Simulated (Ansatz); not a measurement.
`[NH2][Ge][Cl]` and `[NH2][Ge][F]` differ in one atom or group.

Ansatz, PBE0-D4/def2-TZVP geometries, multiplicity 1. Each molecule was computed in one conformer, which needn't be the lowest.

Scalar relativity is left out up to krypton.

| property | `[NH2][Ge][Cl]` |
| --- | --- |
| zero-point energy (PBE0-D4/def2-TZVP) / kJ/mol | 70.5 |
| HOMO–LUMO gap (PBE/def2-TZVPP) / eV | 3.86 |
| HOMO energy (PBE0/def2-TZVPP) / eV | -7.53 |
| HOMO–LUMO gap (PBE0/def2-TZVPP) / eV | 5.72 |
| size of the dipole moment (B3LYP/def2-TZVPP) / D | 2.86 |
| LUMO energy (PBE0/def2-TZVPP) / eV | -1.81 |

What does the change do to each property? (Estimate.)

Computed: 
```
                                        property  `[NH2][Ge][F]`  shift
  zero-point energy (PBE0-D4/def2-TZVP) / kJ/mol            72.1    1.6
             HOMO–LUMO gap (PBE/def2-TZVPP) / eV            4.28   0.42
              HOMO energy (PBE0/def2-TZVPP) / eV           -7.72  -0.19
            HOMO–LUMO gap (PBE0/def2-TZVPP) / eV            6.23   0.51
size of the dipole moment (B3LYP/def2-TZVPP) / D            2.58  -0.28
              LUMO energy (PBE0/def2-TZVPP) / eV           -1.49   0.32
```

With PBE0 the HOMO falls by 0.19 eV and the LUMO rises by 0.32 eV, so the gap widens by about 0.51 eV. PBE moves the HOMO by -0.12 eV and ωB97M-V by -0.28 eV. Dipoles are sizes alone; their direction can turn.

B3LYP here is the variant with VWN-RPA as its local correlation; programs differ in this.
